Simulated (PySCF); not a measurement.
**Where the electron goes**

C₄H₃F₂NO₂.
Numbering: `[NH2:1][C:2](=[O:3])[C:4]1=[CH:5][C:6]([F:7])([F:8])[O:9]1` (hydrogens: H10, H11 on N1; H12 on C5)

Structure used (GFN2-xTB), in Å, numbered top down from 1:
```xyz
12
C4H3F2NO2 angstrom
N     -2.1434    0.6286    0.1315
C     -1.4438   -0.4696   -0.2095
O     -1.9206   -1.5182   -0.5747
C      0.0235   -0.2678   -0.0907
C      1.1584   -0.9558   -0.2760
C      1.8690    0.3031    0.1643
F      2.6369    0.9321   -0.7297
F      2.5644    0.2626    1.3042
O      0.6143    0.9388    0.3285
H     -1.6722    1.4676    0.4247
H     -3.1487    0.6069    0.0861
H      1.4635   -1.9289   -0.5849
```

The calculation used TDDFT CAM-B3LYP/def2-SVPD, vertical, gas phase, core orbitals frozen in the response in PySCF 2.14.0, density-fitted response routines.

Frontier orbitals with the atoms that hold most of them (Löwdin shares over 4%, at most four atoms; ? is withheld):

```csv
orbital,ε (eV),atoms
LUMO+2,1.63,"C5 14%, H11 14%, C6 14%, F8 10%"
LUMO+1,1.06,"O9 15%, C2 15%, H10 15%, H11 12%"
LUMO,-1.07,"C4 24%, C5 23%, C2 16%, O3 13%"
HOMO,-9.32,?
HOMO-1,-9.95,?
HOMO-2,-10.16,"N1 48%, O3 30%, C2 11%"
HOMO-3,-12.18,"O9 28%, C5 20%, C6 15%, F7 13%"
```

(1) Which atoms hold the HOMO, and with what shares?

(2) Which atoms hold the HOMO-1, and with what shares?

(3) The HOMO–LUMO gap is 8.24 eV. Where does the response calculation put the lowest singlet, and from which orbitals?

(4) Give energy, strength and leading configuration of S1, S2, S3, S5, S6 and S7, and follow the Löwdin shares of the leading atoms from the occupied to the empty orbital.

## Answers

(1) C5 (bonded to 2 C and H) 32%; O9 (bonded to 2 C) 30%; C4 (bonded to 2 C and O) 20%; O3 (bonded to C) 6%. By element: carbon 53% or more, oxygen 36%.

(2) O3 (bonded to C) 72%; C2 (bonded to C, N and O) 11%; C4 (bonded to 2 C and O) 6%; N1 (bonded to C and 2 H) 6%. By element: oxygen 72% or more, carbon 18% or more, nitrogen 6%.

(3) S1 is at 4.72 eV (f = 0.0000), 3.53 eV below the gap, made of HOMO-1→LUMO (95%). Its leading pair isn't HOMO and LUMO; the energies of that pair differ by 8.88 eV. Without the coupling terms of the response equations the lowest excitation would equal the gap.

(4) 
- S1 (4.72 eV, f 0.0000), HOMO-1→LUMO (95%): O3 72% → 13%, C2 11% → 16%, C4 6% → 24%, C5 at most 5% → 23%
- S2 (5.14 eV, f 0.130), HOMO→LUMO (97%): C5 32% → 23%, O9 30% → at most 13%, C4 20% → 24%
- S3 (6.16 eV, f 0.104), HOMO-2→LUMO (97%): N1 48% → at most 13%, O3 30% → 13%, C4 at most 4% → 24%, C5 at most 4% → 23%
- S5 (7.47 eV, f 0.0066), HOMO→LUMO+1 (82%): C5 32% → at most 12%, O9 30% → 15%, C2 at most 6% → 15%
- S6 (7.81 eV, f 0.0089), HOMO-2→LUMO+1 (81%): N1 48% → at most 12%, O3 30% → at most 12%, O9 at most 4% → 15%, C2 11% → 15%
- S7 (8.09 eV, f 0.066), HOMO-1→LUMO+1 (78%): O3 72% → at most 12%, C2 11% → 15%, O9 at most 5% → 15%

Löwdin shares depend on the basis, the more so with diffuse functions.

One conformer stands for the species.
